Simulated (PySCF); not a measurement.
Species: C₆H₁₀N (doublet state).
Cartesian coordinates in Å at the GFN2-xTB level; atoms count from 1:
```
atom  x, y, z in Å
C1     3.1984    0.0331   -0.2386
C2     1.7794    0.0352    0.0534
C3     0.6098    0.0475    0.3206
C4    -0.8371    0.0514    0.5275
C5    -1.2681   -1.2376    1.2414
C6    -1.5123    0.1902   -0.7974
N7    -1.7528    1.4715   -1.2979
H8     3.5055   -0.9522   -0.5900
H9     3.7689    0.2812    0.6569
H10    3.4190    0.7686   -1.0126
H11   -1.0938    0.9149    1.1560
H12   -2.3444   -1.2355    1.4013
H13   -0.7676   -1.3234    2.2033
H14   -1.0066   -2.1029    0.6372
H15   -1.3282   -0.5637   -1.5455
H16   -2.0497    2.1388   -0.5980
H17   -2.3275    1.4949   -2.1275
```

The hyperfine couplings belong to this conformer and change with its torsions.

The species is `CC#C[C@H](C)[CH]N` [radical].

Computed with UKS B3LYP, pcH-1 on C H N, non-relativistic, mean-field spin-orbit, GIAO in PySCF. The structure is a single GFN2-xTB conformer in the gas phase; no vibrational or solvent corrections. Couplings are sensitive to structure, and on GFN2-xTB geometries they can be far from those on DFT ones. The SCF solution wasn't tested for stability.

(1) The isotropic 13C couplings are +124.8, +65.6, +31.9, -10.2, +9.2, -1.4 MHz. Assign them to C1; C2; C3; C4; C5; C6.

Answers

(1) 
| site | a_iso (MHz) | ρ(0) (bohr⁻³) | position | distance from C6 (Å) | spin population | largest \|T\| (MHz) |
| --- | --- | --- | --- | --- | --- | --- |
| C1 | -1.4 | -0.0013 | 4 bonds from C6 | 4.75 | 0.00 | 0.4 |
| C2 | +9.2 | +0.0082 | 3 bonds from C6 | 3.40 | +0.05 | 8.3 |
| C3 | +65.6 | +0.0584 | 2 bonds from C6 | 2.40 | +0.01 | 6.6 |
| C4 | -10.2 | -0.0090 | 1 bond from C6 | 1.49 | -0.06 | 3.0 |
| C5 | +31.9 | +0.0284 | 2 bonds from C6 | 2.50 | +0.01 | 3.9 |
| C6 | +124.8 | +0.1110 | largest spin population | 0.00 | +0.84 | 140.8 |

ρ(0) is the spin density at the nucleus and T the dipolar tensor; entries for several nuclei are means. Largest spin populations (Mulliken): C6 (+0.84) and N7 (+0.17). The angles at C6 add up to 352.0°, so it is slightly pyramidal.

β density exceeds α density at some nuclei, such as C4 (-0.0090), H15 (-0.0066) and C1 (-0.0013), spin density in bohr⁻³. In a single determinant that takes different orbitals for the two spins, that is spin polarisation.

Class means assume fast exchange of nuclei equivalent by connectivity; if that motion is slow, each nucleus keeps its own coupling. The three 1H nuclei of mean +1.0 MHz run from -1.5 to 5.1 MHz in the frozen geometry. The three 1H nuclei of mean +3.7 MHz run from 0.7 to 6.8 MHz in the frozen geometry.
